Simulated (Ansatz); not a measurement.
This geometry of CH7PSeSi (11 atoms, charge 0, multiplicity 1) is a first-order saddle point.

Level of theory: RKS PBE-D4/def2-mTZVP in Ansatz.

```xyz
11
Properties=species:S:1:pos:R:3
C 0.479 1.951 0.077
Se -0.353 1.052 1.631
Si -1.033 -0.838 0.527
P 0.542 -1.859 -0.604
H 1.113 1.233 -0.457
H -0.292 2.354 -0.588
H 1.093 2.767 0.475
H -1.650 -1.670 1.605
H -2.013 -0.590 -0.579
H 0.454 -2.055 -1.995
H 1.726 -2.401 -0.070
```

Task: Which two structures does it join? (They come from a converged band through this point; their orientation in space is the band's.)

Result: No bond is made or broken. The height of P4 over the plane of its neighbours goes from -0.87 to 0.86 Å.

First end point:

```xyz
11
Properties=species:S:1:pos:R:3
C 0.320 2.077 0.330
Se -0.223 0.733 1.684
Si -0.818 -0.902 0.193
P 0.991 -1.558 -1.033
H 1.111 1.678 -0.313
H -0.546 2.380 -0.267
H 0.703 2.940 0.886
H -1.435 -1.987 1.019
H -1.831 -0.384 -0.786
H 0.289 -2.626 -1.693
H 1.505 -2.409 0.001
```

Last end point:

```xyz
11
Properties=species:S:1:pos:R:3
C 0.420 1.843 0.089
Se -0.178 0.748 1.629
Si -1.007 -1.010 0.404
P 0.447 -2.159 -0.920
H 1.214 1.326 -0.461
H -0.422 2.070 -0.574
H 0.816 2.775 0.506
H -1.565 -1.959 1.417
H -2.109 -0.554 -0.506
H 0.929 -0.990 -1.602
H 1.517 -2.146 0.038
```

Task: How far does it lie above each of them?

Result: 0.93 eV above the first and 0.95 eV above the second. This is the barrier of this one path; another mechanism may lie lower.

Time of the run: 2.9 min on 2 threads of Arm Neoverse V1, with other jobs on the host, peak memory 0.18 GiB.
